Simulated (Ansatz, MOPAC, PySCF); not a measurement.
Pair of molecules: H2S (SMILES S) (first 3 atoms) with C3H6 (SMILES C=CC); geometry from B3LYP-D3(BJ)/def2-TZVP, rigid monomers moved along the line of their centres of mass till H2···C4 is 3.03 Å.
(charge 0, multiplicity 1):
```json
[
 {"atom": "S", "x (Å)": "0.1223", "y (Å)": "0.4633", "z (Å)": "0.7293"},
 {"atom": "H", "x (Å)": "0.6505", "y (Å)": "0.1531", "z (Å)": "1.9271"},
 {"atom": "H", "x (Å)": "1.2451", "y (Å)": "0.1330", "z (Å)": "0.0720"},
 {"atom": "C", "x (Å)": "1.1410", "y (Å)": "0.1269", "z (Å)": "4.9216"},
 {"atom": "C", "x (Å)": "0.0430", "y (Å)": "-0.6124", "z (Å)": "4.8123"},
 {"atom": "C", "x (Å)": "-1.3300", "y (Å)": "-0.0814", "z (Å)": "4.5524"},
 {"atom": "H", "x (Å)": "1.1077", "y (Å)": "1.2072", "z (Å)": "4.8325"},
 {"atom": "H", "x (Å)": "2.1092", "y (Å)": "-0.3191", "z (Å)": "5.1100"},
 {"atom": "H", "x (Å)": "0.1268", "y (Å)": "-1.6917", "z (Å)": "4.9096"},
 {"atom": "H", "x (Å)": "-2.0141", "y (Å)": "-0.3566", "z (Å)": "5.3600"},
 {"atom": "H", "x (Å)": "-1.3283", "y (Å)": "1.0053", "z (Å)": "4.4590"},
 {"atom": "H", "x (Å)": "-1.7440", "y (Å)": "-0.5057", "z (Å)": "3.6330"}
]
```

Monomers are frozen at their geometry in the pair; levels with a basis set take the counterpoise correction. Rows marked so take none.

Correlated levels freeze the cores. Rows in 6-31G*, STO-3G carry no dispersion term and start afresh at each structure (6-31G* with six Cartesian d functions). MP2/6-31G* freezes PySCF's default core. The state that AM1, PM3 reach isn't checked.

The values were computed with Ansatz (a quantum-chemistry and plane-wave program) with Gaussian orbitals; MOPAC for AM1, PM3 (differences of heats of formation); PySCF for 6-31G* rows, STO-3G rows, the dispersion terms. Values without a source in brackets are computed.

| level | interaction energy (meV) |
|---|---|
| AM1 | -10.5 |
| PM3 | -11.5 |
| HF/STO-3G (no counterpoise) | -3.4 |
| PBE-D3(BJ)/def2-TZVPPD | -101.9 |
| r2SCAN/def2-TZVPPD | -69.2 |
| MP2/6-31G* | -52.6 |
| MP2/aug-cc-pV(D+d)Z | -85.9 |
| CCSD/aug-cc-pV(D+d)Z | [?] |
| CCSD(T)/aug-cc-pV(D+d)Z | [?] |

Complete the blanks.


- CCSD/aug-cc-pV(D+d)Z, interaction energy (meV): -64.4
- CCSD(T)/aug-cc-pV(D+d)Z, interaction energy (meV): -73.8
